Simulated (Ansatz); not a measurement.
One change: `C[Si](F)(F)N=C=O` becomes `C[Si](F)(Cl)N=C=O`.

Ansatz, PBE0-D4/def2-TZVP geometries, multiplicity 1. Each molecule was computed in one conformer, which needn't be the lowest.

```tsv
property	`C[Si](F)(F)N=C=O`
LUMO energy (PBE0/def2-TZVPP) / eV	0.37
HOMO–LUMO gap (ωB97M-V/def2-TZVPP) / eV	13.81
HOMO energy (PBE0/def2-TZVPP) / eV	-9.35
HOMO–LUMO gap (PBE0/def2-TZVPP) / eV	9.71
zero-point energy (PBE0-D4/def2-TZVP) / kJ/mol	151.0
LUMO energy (ωB97M-V/def2-TZVPP) / eV	2.20
```

(1) What does the change do to each property? (An estimate is asked.)

## Answers

(1) Computed: 
| property | `C[Si](F)(Cl)N=C=O` | shift |
| --- | --- | --- |
| LUMO energy (PBE0/def2-TZVPP) / eV | 0.13 | -0.24 |
| HOMO–LUMO gap (ωB97M-V/def2-TZVPP) / eV | 13.61 | -0.20 |
| HOMO energy (PBE0/def2-TZVPP) / eV | -9.16 | 0.19 |
| HOMO–LUMO gap (PBE0/def2-TZVPP) / eV | 9.29 | -0.42 |
| zero-point energy (PBE0-D4/def2-TZVP) / kJ/mol | 147.9 | -3.1 |
| LUMO energy (ωB97M-V/def2-TZVPP) / eV | 2.21 | 0.01 |

With PBE0 the HOMO rises by 0.19 eV and the LUMO falls by 0.24 eV, so the gap narrows by about 0.43 eV. PBE moves the HOMO by 0.14 eV and ωB97M-V by 0.23 eV.
